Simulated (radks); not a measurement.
Values are calculated unless marked as measured or tabulated.
The cerium anion Ce- inside a hard spherical wall (all orbitals vanish at R), configuration held at [Xe] 4f1 5d2 6s2 and not refilled when levels cross. Level of theory: scalar-relativistic Kohn-Sham, PBEsol, spin-polarised, spherical densities, point nucleus; open shells are filled with parallel spins first (spin-orbit coupling, left out, can overturn this in heavy ions) (a radial shooting solver on a logarithmic mesh with Libxc functionals). Eigenvalues in eV for spin up, with the zero of energy where the potential of the charges vanishes at infinity; a dash marks a level that is unbound or too diffuse for the functional's potential to be trusted. A positive occupied level is held by the wall or, in an anion where self-interaction has pushed it up, behind a barrier. The pressure on the wall is -dE/dV.

R (bohr)  E (hartree)  kinetic (hartree)    e(5p)   e(4f)   e(6s)   e(5d)  e(6p, empty)  e(7s, empty)  pressure (GPa)
15         -8857.1358           9387.459  -17.842   0.089   0.307   1.626         2.024         2.990         0.00756
10         -8857.1170           9387.545  -16.885   1.053   1.008   2.448         3.156         6.630           0.277
4          -8855.4053           9393.438   -3.864  15.955  23.769  16.997        33.606        79.060             280
3.5        -8854.0068           9398.334    1.645  22.543  38.251  24.287        51.127        115.42             758
3          -8850.9517           9408.668   11.639  33.645  65.942  37.637        83.079        178.52            2350
2          -8822.9351           9492.940   82.205  90.815  253.47  127.93        285.89        548.88           40400
